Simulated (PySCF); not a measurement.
A calculated (r2SCAN, PySCF 2.14, x2c-TZVPPall, scalar relativity by spin-free X2C-1e) atom or ion has these occupied shells.

```json
{"shell": "1s α", "electrons": "1", "orbital energy (eV)": "-10252.0", "rms radius, mean of both spins (bohr)": "0.0561"}
{"shell": "1s β", "electrons": "1", "orbital energy (eV)": "-10251.8", "rms radius, mean of both spins (bohr)": "0.0561"}
{"shell": "2s β", "electrons": "1", "orbital energy (eV)": "-1275.1", "rms radius, mean of both spins (bohr)": "0.236"}
{"shell": "2s α", "electrons": "1", "orbital energy (eV)": "-1275.0", "rms radius, mean of both spins (bohr)": "0.236"}
{"shell": "2p α", "electrons": "3", "orbital energy (eV)": "-1108.4", "rms radius, mean of both spins (bohr)": "0.211"}
{"shell": "2p β", "electrons": "3", "orbital energy (eV)": "-1108.4", "rms radius, mean of both spins (bohr)": "0.211"}
{"shell": "3s α", "electrons": "1", "orbital energy (eV)": "-154.18", "rms radius, mean of both spins (bohr)": "0.699"}
{"shell": "3s β", "electrons": "1", "orbital energy (eV)": "-154.11", "rms radius, mean of both spins (bohr)": "0.699"}
{"shell": "3p α", "electrons": "3", "orbital energy (eV)": "-103.27", "rms radius, mean of both spins (bohr)": "0.736"}
{"shell": "3p β", "electrons": "3", "orbital energy (eV)": "-103.18", "rms radius, mean of both spins (bohr)": "0.736"}
{"shell": "3d α", "electrons": "5", "orbital energy (eV)": "-21.210", "rms radius, mean of both spins (bohr)": "0.918"}
{"shell": "3d β", "electrons": "5", "orbital energy (eV)": "-20.863", "rms radius, mean of both spins (bohr)": "0.918"}
{"shell": "4s α", "electrons": "1", "orbital energy (eV)": "-11.164", "rms radius, mean of both spins (bohr)": "2.48"}
{"shell": "4p α", "electrons": "2", "orbital energy (eV)": "-4.169", "rms radius, mean of both spins (bohr)": "3.34"}
```

**Question.** Name the element and its charge.

**Answer.** Ga (gallium, neutral), in [Ar] 3d10 4s1 4p2, high-spin 4P determinant (an excited configuration).
